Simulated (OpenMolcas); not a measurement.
**Rh2+: moving or changing the point charges**

Rh2+ among 8 point charges of -1 e arranged as a cube (Oh), 2.14 Å from the ion.
```
   1.2355    1.2355    1.2355  -1.00
   1.2355    1.2355   -1.2355  -1.00
   1.2355   -1.2355    1.2355  -1.00
   1.2355   -1.2355   -1.2355  -1.00
  -1.2355    1.2355    1.2355  -1.00
  -1.2355    1.2355   -1.2355  -1.00
  -1.2355   -1.2355    1.2355  -1.00
  -1.2355   -1.2355   -1.2355  -1.00
```

```json
{
  "Program": "OpenMolcas 26.06",
  "Method": "CASSCF",
  "Basis": "ANO-RCC-VDZP [6s5p3d1f]",
  "Scalar Hamiltonian": "DKH2, point nucleus",
  "Active space": "7 electrons in 5 orbitals (4d)",
  "State averaging": "2S+1 = 4 even, 10 roots; 2S+1 = 2 even, 40 roots",
  "Spin-orbit coupling": "RASSI with atomic mean-field integrals over the reference wave functions"
}
```

Runs around this geometry, states (labels of O, the rotations of Oh). Energies in cm-1 above the lowest state or level, χT in cm3 K/mol; 10Dq and B are least-squares fits to the states below 45000 cm-1, weighted by degeneracy, with a free offset, and given where the rms deviation is under 5 % of |10Dq| (or 100 cm-1) and under 700 cm-1; 10Dq is negative for this site.

```csv
R (Å),q (e),Ground state,First state of that spin,10Dq,B (rms of fit),First gap with spin-orbit (degeneracies),χT at 300 K,First state of another spin
2.14,-0.5,4A2,4T2 2061,,,"1611 (4, 4)",4.168,2E 15606
1.95,-1,4A2,4T2 6218,-5949,882 (128),"5585 (4, 4)",2.953,2E 16548
2.14,-1,4A2,4T2 4169,,,"3591 (4, 4)",3.384,2E 16227
2.4,-1,4A2,4T2 2500,,,"2009 (4, 4)",3.966,2E 15797
```

Taking the first state of the same spin as R^-n, n = -ln(2500 / 6218) / ln(2.4 / 1.95) = 4.4 between the shortest and longest distance.

Scaling the charges by -0.5 / -1 = 0.50 scales the first state of the same spin by 2061 / 4169 = 0.49; with fixed orbitals a first-order splitting would follow the charge.

Without dynamic correlation the repulsion within the d shell is too large (B by tens of per cent), so at a given field states of lower spin stand too high. The ground term spreads over less than 5000 cm-1, several times less than with real ligands, so orbital moments are less quenched and χT lies further from the spin-only value than at real sites (holds for R = 2.14, q = -0.5; R = 2.4, q = -1). Point charges carry no covalency, so the field is a model and not that of real ligands. No measured value stands beside these numbers.
